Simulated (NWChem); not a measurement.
Species: SiH2O2ClF; SMILES O[Si](Cl)(O)F

```xyz
7

O      0.2995    -1.0162     1.4242
Si    -0.0172    -0.3257    -0.0251
O     -1.5010    -0.7837    -0.5154
F      1.1176    -0.7803    -1.0748
Cl     0.0448     1.7082     0.0247
H      1.1841    -0.9295     1.7914
H     -1.7914    -1.6625    -0.2521
```
Atoms are numbered in this order, from 1.

All runs: NWChem. Pople sets run with spherical d functions. All runs use the structure optimised with PBE0/def2-SVP. Level: B3LYP/6-31G* with SMD (1 M gas to 1 M solution), gas-phase geometry. Reactions with the solvent are ignored.

```json
[
 {"solvent": "water", "dielectric constant": "78.4", "solvation free energy (kcal/mol)": "-9.1", "cavity-dispersion-structure term (kcal/mol)": "2.5", "dipole in solution (D)": "3.10"},
 {"solvent": "anisole", "dielectric constant": "4.22", "solvation free energy (kcal/mol)": "?", "cavity-dispersion-structure term (kcal/mol)": "-1.6", "dipole in solution (D)": "2.85"},
 {"solvent": "cyclohexane", "dielectric constant": "2.02", "solvation free energy (kcal/mol)": "-4.3", "cavity-dispersion-structure term (kcal/mol)": "-1.4", "dipole in solution (D)": "2.73"},
 {"solvent": "diethyl ether", "dielectric constant": "4.24", "solvation free energy (kcal/mol)": "-6.8", "cavity-dispersion-structure term (kcal/mol)": "-2.3", "dipole in solution (D)": "2.85"}
]
```

### Question
Fill in the missing entries.

### Answer

- anisole, solvation free energy (kcal/mol): -6.0
